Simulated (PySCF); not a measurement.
**What the settings do**

Molecule: 3-chloroanisole (COc1cccc(Cl)c1, C$_{7}$H$_{7}$ClO); geometry GFN2-xTB.

Bonds (- single, = double, # triple, : aromatic): C1-O2, O2-C3, C3:C4, C4:C5, C5:C6, C6:C7, C7-Cl8, C7:C9, C9:C3. C1 carries H10, H11, H12; C4 carries H13; C5 carries H14; C6 carries H15; C9 carries H16.

All runs: PySCF, non-relativistic, gas phase unless a solvent (IEF-PCM) is named; grid level 2, GIAOs and SCF threshold 1e-9 unless changed. The yardstick, PBE0/pcSseg-1, gives these isotropic shieldings σ (ppm, equivalent atoms averaged): C5 51.4, C4 65.3, C9 72.9, Cl8 709.8, H14 24.23, H13 24.64, H10/H11/H12 27.80.

Question: What do these inputs give? (1) solvent tetrahydrofuran; wB97X/cc-pVDZ; grid level 1; (2) PBE0/pcSseg-1; common gauge at [2, 0, 0]; max_cycle 63

Answer: 
```tsv
run	outcome	functions	wall time	C5	C4	C9	Cl8	H14	H13	H10/H11/H12
1	converged	165	80 s	69.5	84.8	90.2	782.0	24.24	24.82	27.95
2	converged	195	66 s	59.8	113.5	170.7	784.1	-0.63	47.20	54.25
```

Times are on shared hosts with different chips, so compare them loosely.

Question: Comment on the technical settings and failures.

Answer: 
- Run 1: The functional and orbital basis and medium differ from the yardstick's, which in itself moves the values. Grid level 1 is coarse; it adds numerical noise and can break the equality of equivalent atoms.
- Run 2: A common gauge origin replaces GIAOs; in a finite basis the shieldings then depend on that origin, the more so the further away the nucleus and the smaller the basis. The cycle limit changes the path of the SCF (11 cycles), not the solution, provided the same state is reached.

Run 2 was set up unsoundly or failed; its numbers aren't to be quoted as properties of the molecule.
